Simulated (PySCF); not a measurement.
# SMILES CC1=CC=CC=C[CH+]1, [C8H9]+, charge +1

Molfile (atoms numbered from 1):
```
C8H9
     RDKit          3D

 17 17  0  0  0  0  0  0  0  0999 V2000
    2.4811   -0.1312   -0.0001 C   0  0  0  0  0  0  0  0  0  0  0  0
    0.9887   -0.0691    0.0502 C   0  0  0  0  0  0  0  0  0  0  0  0
    0.2846   -1.2878   -0.0057 C   0  0  0  0  0  0  0  0  0  0  0  0
   -1.0842   -1.5361   -0.0039 C   0  0  0  0  0  0  0  0  0  0  0  0
   -2.1518   -0.6331    0.0580 C   0  0  0  0  0  0  0  0  0  0  0  0
   -2.0930    0.7539    0.1304 C   0  0  0  0  0  0  0  0  0  0  0  0
   -0.9528    1.5652    0.1583 C   0  0  0  0  0  0  0  0  0  0  0  0
    0.3903    1.2039    0.1248 C   0  0  0  0  0  0  0  0  0  0  0  0
    2.8102   -0.0938   -1.0544 H   0  0  0  0  0  0  0  0  0  0  0  0
    2.8680   -1.0660    0.4265 H   0  0  0  0  0  0  0  0  0  0  0  0
    2.9455    0.7205    0.5143 H   0  0  0  0  0  0  0  0  0  0  0  0
    0.9133   -2.1825   -0.0572 H   0  0  0  0  0  0  0  0  0  0  0  0
   -1.3654   -2.5925   -0.0567 H   0  0  0  0  0  0  0  0  0  0  0  0
   -3.1527   -1.0748    0.0477 H   0  0  0  0  0  0  0  0  0  0  0  0
   -3.0530    1.2772    0.1706 H   0  0  0  0  0  0  0  0  0  0  0  0
   -1.1437    2.6412    0.2170 H   0  0  0  0  0  0  0  0  0  0  0  0
    1.0924    2.0427    0.1641 H   0  0  0  0  0  0  0  0  0  0  0  0
  1  2  1  0
  2  3  2  0
  3  4  1  0
  4  5  2  0
  5  6  1  0
  6  7  2  0
  7  8  1  0
  8  2  1  0
  1  9  1  0
  1 10  1  0
  1 11  1  0
  3 12  1  0
  4 13  1  0
  5 14  1  0
  6 15  1  0
  7 16  1  0
  8 17  1  0
M  CHG  1   8   1
M  END
```

Method used: quadratic response CAM-B3LYP/aug-cc-pVDZ first hyperpolarisability, Taylor convention, gas phase in PySCF 2.14.0. Geometry: PBE0-D3(BJ)/def2-SVP.

(1) What is the first hyperpolarisability, and how does it disperse?

(2) Which lowest excitations and polarisabilities go with it?

Answers

(1) In au, Taylor convention; the vector part is βᵢ = ⅓ Σⱼ (βᵢⱼⱼ + βⱼᵢⱼ + βⱼⱼᵢ):
```tsv
process	λ (nm)	β vector norm	β HRS	depolarisation ratio
static β(0;0,0)	∞	230.8	96.3	4.88
second harmonic β(−2ω;ω,ω)	1907	248.1	103.2	4.95
Pockels β(−ω;ω,0)	1907	236.4	–	–
second harmonic β(−2ω;ω,ω)	1064	295.1	122.0	5.12
Pockels β(−ω;ω,0)	1064	249.4	–	–
```

(2) S1 4.76 eV (f = 0.029); S2 4.79 eV (f = 0.008); S3 6.09 eV (f = 0.455); isotropic α 90.3 au static, 90.7 au at 1907 nm, 91.7 au at 1064 nm, 92.0 au at 953.5 nm, 96.3 au at 532 nm.
